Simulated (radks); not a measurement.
Results of a calculation; reference values are marked as such.
Spherical quantum dot in the effective-mass picture: electrons in a hard-walled sphere of radius 1.41, with a point charge +1 (a donor) at the centre, all in effective atomic units (hartree* = m*/eps^2 hartree, bohr* = eps/m* bohr), one dielectric constant everywhere. Level of theory: non-relativistic Kohn-Sham, r2SCAN, spin-polarised, spherical densities, generalised Kohn-Sham scheme (a radial shooting solver with Libxc functionals). Levels are named by radial order and angular momentum (1s, 1p, 1d, 2s, ...), and open shells are averaged over m. Results are scaled to m* = 0.113 and eps = 10.5, for which hartree* = 27.89 meV and bohr* = 4.917 nm.

N = 4, configuration 1s2 1p(up 2, down 0). This is the lowest configuration that the search found. Occupied and some empty levels:

level    occupation  eigenvalue (meV)  <r> (nm)
1s up             1            122.30     3.391
1s down           1            130.47     3.339
1p up             2            199.86     4.118
1p down           0            209.52     4.107
1d up             0            293.57     4.504
1d down           0            302.89     4.501
2s up             0            323.53     3.395
2s down           0            326.88     3.413
1f up             0            406.24     4.767
1f down           0            414.89     4.765

Energy (meV): total 421.976, kinetic 423.82, external -175.74, Hartree 261.66, exchange-correlation -87.770.

Electron density:

r (nm)  n(r) (e/nm^3)
0.158         0.01676
0.679         0.01400
1.20          0.01219
1.72          0.01095
2.24         0.009974
2.76         0.008992
3.28         0.007836
3.80         0.006447
4.32         0.004878
4.84         0.003290
5.36         0.001876
5.89        0.0008104
6.41        0.0001892
6.93        1.240e-07
